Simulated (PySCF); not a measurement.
A structure optimised at PBE0-D3(BJ)/def2-SVP, used in a PySCF frequency run:

```xyz
8

Ti    -0.2391     0.0096     0.0000
F      0.1745    -0.7818     1.5091
F      0.1745    -0.7818    -1.5091
F     -0.1649     1.7400     0.0000
F     -1.9504    -0.2500     0.0000
O      2.0475     0.1387     0.0000
H      2.3884    -0.3291    -0.7733
H      2.3884    -0.3291     0.7733
```

Problem. Write its SMILES, formula and point group.

Solution. [OH2]->[Ti]([F])([F])([F])[F], F4H2OTi, Cs

Problem. What are its rotational constants (standard atomic weights)?

Solution. 2.9700, 2.1295, 2.0829 GHz
